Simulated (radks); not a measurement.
Results of a calculation; reference values are marked as such.
The chlorine anion Cl- inside a hard spherical wall (all orbitals vanish at R), configuration held at [Ar] and not refilled when levels cross. Code: a radial shooting solver on a logarithmic mesh with Libxc functionals. Model: scalar-relativistic Kohn-Sham, PBE, spin-polarised, spherical densities, finite nucleus; Fermi nuclear charge, rms radius 3.3654 fm. Eigenvalues in eV for spin up, with the zero of energy where the potential of the charges vanishes at infinity; a dash marks a level that is unbound or too diffuse for the functional's potential to be trusted. A positive occupied level is held by the wall or, in an anion where self-interaction has pushed it up, behind a barrier. The pressure on the wall is -dE/dV.

[
 {"R (bohr)": "20", "E (hartree)": "-461.57849", "kinetic (hartree)": "463.631", "e(2s)": "-242.74", "e(2p)": "-181.66", "e(3s)": "-11.348", "e(3p)": "0.236", "e(4s, empty)": "2.439", "e(4p, empty)": "2.654", "pressure (GPa)": "< 0.0001"},
 {"R (bohr)": "12", "E (hartree)": "-461.57835", "kinetic (hartree)": "463.632", "e(2s)": "-242.71", "e(2p)": "-181.63", "e(3s)": "-11.323", "e(3p)": "0.259", "e(4s, empty)": "3.869", "e(4p, empty)": "4.697", "pressure (GPa)": "0.00167"},
 {"R (bohr)": "10", "E (hartree)": "-461.57783", "kinetic (hartree)": "463.635", "e(2s)": "-242.64", "e(2p)": "-181.57", "e(3s)": "-11.264", "e(3p)": "0.314", "e(4s, empty)": "4.712", "e(4p, empty)": "5.984", "pressure (GPa)": "0.0128"},
 {"R (bohr)": "7", "E (hartree)": "-461.56868", "kinetic (hartree)": "463.687", "e(2s)": "-242.04", "e(2p)": "-180.96", "e(3s)": "-10.764", "e(3p)": "0.790", "e(4s, empty)": "7.897", "e(4p, empty)": "10.679", "pressure (GPa)": "0.464"},
 {"R (bohr)": "3.5", "E (hartree)": "-460.92091", "kinetic (hartree)": "466.424", "e(2s)": "-229.82", "e(2p)": "-168.62", "e(3s)": "-2.255", "e(3p)": "10.082", "e(4s, empty)": "41.494", "e(4p, empty)": "50.371", "pressure (GPa)": "190"},
 {"R (bohr)": "3", "E (hartree)": "-460.13178", "kinetic (hartree)": "469.287", "e(2s)": "-221.17", "e(2p)": "-159.84", "e(3s)": "3.943", "e(3p)": "17.147", "e(4s, empty)": "64.634", "e(4p, empty)": "74.948", "pressure (GPa)": "619"},
 {"R (bohr)": "2.5", "E (hartree)": "-458.15293", "kinetic (hartree)": "475.649", "e(2s)": "-205.87", "e(2p)": "-144.23", "e(3s)": "16.373", "e(3p)": "31.175", "e(4s, empty)": "109.26", "e(4p, empty)": "120.53", "pressure (GPa)": "2320"},
 {"R (bohr)": "2", "E (hartree)": "-452.64437", "kinetic (hartree)": "491.117", "e(2s)": "-178.12", "e(2p)": "-115.69", "e(3s)": "45.179", "e(3p)": "62.594", "e(4s, empty)": "205.04", "e(4p, empty)": "214.57", "pressure (GPa)": "10700"}
]
